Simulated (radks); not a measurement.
Values are calculated unless marked as measured or tabulated.
The tungsten ion W2+ inside a hard spherical wall (all orbitals vanish at R), configuration held at [Xe] 4f14 5d4 and not refilled when levels cross. Code: a radial shooting solver on a logarithmic mesh with Libxc functionals. Model: scalar-relativistic Kohn-Sham, r2SCAN, spin-polarised, spherical densities, finite nucleus; open shells are filled with parallel spins first (spin-orbit coupling, left out, can overturn this in heavy ions); meta-GGA in the generalised Kohn-Sham scheme; Fermi nuclear charge, rms radius 5.3658 fm. Eigenvalues in eV for spin up, with the zero of energy where the potential of the charges vanishes at infinity; a dash marks a level that is unbound or too diffuse for the functional's potential to be trusted. A positive occupied level is held by the wall or, in an anion where self-interaction has pushed it up, behind a barrier. The pressure on the wall is -dE/dV.

| R (bohr) | E (hartree) | kinetic (hartree) | e(5s) | e(5p) | e(4f) | e(5d) | e(6s, empty) | e(6p, empty) | pressure (GPa) |
|---|---|---|---|---|---|---|---|---|---|
| free | -16140.9641 | 17779.884 | -97.562 | -61.508 | -49.500 | -21.115 | -19.750 | -12.861 | 0 |
| 15 | -16140.9641 | 17779.884 | -97.562 | -61.508 | -49.500 | -21.115 | -19.750 | -12.861 | < 0.0001 |
| 8 | -16140.9640 | 17779.884 | -97.559 | -61.506 | -49.497 | -21.113 | -19.745 | -12.811 | 0.00239 |
| 7 | -16140.9638 | 17779.887 | -97.546 | -61.493 | -49.483 | -21.101 | -19.720 | -12.664 | 0.0250 |
| 3.5 | -16140.7178 | 17781.295 | -93.996 | -58.216 | -45.510 | -17.037 | -9.973 | 4.142 | 91.7 |
| 2.5 | -16138.8726 | 17790.320 | -83.836 | -47.712 | -33.090 | -1.203 | 30.688 | 57.423 | 1870 |
| 1.5 | -16106.7060 | 17916.798 | -0.497 | 51.951 | 47.211 | 130.49 | 348.51 | 411.76 | 117000 |
